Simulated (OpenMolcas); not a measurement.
An OpenMolcas run meant for Pd5+ (ANO-R3, X2C; inactive shells 1s 2s 2p 3s 3p 3d 4s 4p; intended active space 5 electrons in 5 orbitals (4d)). One step of its input:

```
&CASPT2
Multistate=1 1
Frozen=28 26
IPEA=0.25
Imaginary=0.1
MaxIter=60
WThr=0.0 0.3 0.05
PrWF=0.5
NoMix
```

Lines from the output:

```
|       MOLCAS_SOURCE = <dir>
  |    MOLCAS_STRUCTURE = 0
  |
   --------------------------------------------------------------------------------------
++ ---------   Input file   ---------
>>> COPY JOB001 $Project.JobIph
&CASPT2
Multistate=1 1
Frozen=28 26
IPEA=0.25
Imaginary=0.1
MaxIter=60
WThr=0.0 0.3 0.05
PrWF=0.5
NoMix
-- ----------------------------------
>>> COPY JOB001 a.JobIph
*** symbolic link created: INPORB -> a.RasOrb
--- Start Module: caspt2 at  ---
()()()()()()()()()()()()()()()()()()()()()()()()()()()()()()()()()()()()()()()()()()()()()()()()()()
                                              &CASPT2
                                   only a single process is used
                       available to each process: 2.3 GB of memory, 1 thread
()()()()()()()()()()()()()()()()()()()()()()()()()()()()()()()()()()()()()()()()()()()()()()()()()()
 ###    WARNING: User changed nr of frozen orbitals.                         ###
 ###    ERROR: Too many frozen orbitals!                                     ###
--- Stop Module: caspt2 at  /rc=_RC_INPUT_ERROR_ ---
.####################.
.# User input error #.
.####################.
```

**Question.** What is wrong with the input?

**Answer.** More orbitals are frozen than there are inactive ones.
